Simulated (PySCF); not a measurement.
Vertical excitations of a molecule CH8FNOSi2 from TDA-B3LYP/def2-SVPD run with PySCF, as energy in eV (oscillator strength): 5.90 (0.018), 6.36 (0.008), 6.57 (0.049), 6.78 (0.047), 6.85 (0.018), 6.99 (0.028), 7.52 (0.039), 7.56 (0.002), 7.62 (0.127), 7.86 (0.012). Lowest triplet (TDA): 5.24 eV. The structure is a stationary point at PBE0-D3(BJ)/def2-SVP. One conformer was computed; it need not be the lowest.

Which structure fits?
A) N[Si@H](O)[SiH2]CF
B) C[Si@H](F)[Si@H](N)O
C) C[Si@@H](O)[Si@H](N)F
D) C[Si@@H](N)O[SiH2]F

C, C[Si@@H](O)[Si@H](N)F
